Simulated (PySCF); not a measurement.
C3H2F4.

```xyz
9

F      0.1623    -2.8470     0.0000
C     -0.2848    -1.5973     0.0000
C      0.5396    -0.5531     0.0000
C      0.0326     0.8506     0.0000
F      0.4654     1.5257    -1.0798
F      0.4654     1.5257     1.0798
F     -1.3121     0.9077     0.0000
H     -1.3759    -1.5277     0.0000
H      1.6237    -0.6832     0.0000
```
Charge 0, spin multiplicity 1.

Geometry: B3LYP-D3(BJ)/def2-SVP.

These are PBE/pcSseg-1 (PySCF) values and carry that method's errors. Non-relativistic, no solvent.

Computed absolute GIAO shielding of each atom: isotropic value and principal components (ppm):
```csv
atom,σ(iso),σ11,σ22,σ33,span
F1,258.5,149.5,212.7,413.3,263.8
C2,13.9,-77.4,45.1,73.8,151.1
C3,71.2,-20.2,97.7,136.0,156.2
C4,44.2,36.4,44.5,51.6,15.3
F5,222.8,140.2,218.2,310.0,169.8
F6,222.8,140.2,218.2,310.0,169.8
F7,250.8,163.8,246.2,342.4,178.6
H8,23.9,21.1,22.3,28.2,7.2
H9,25.7,24.3,25.0,27.9,3.7
```
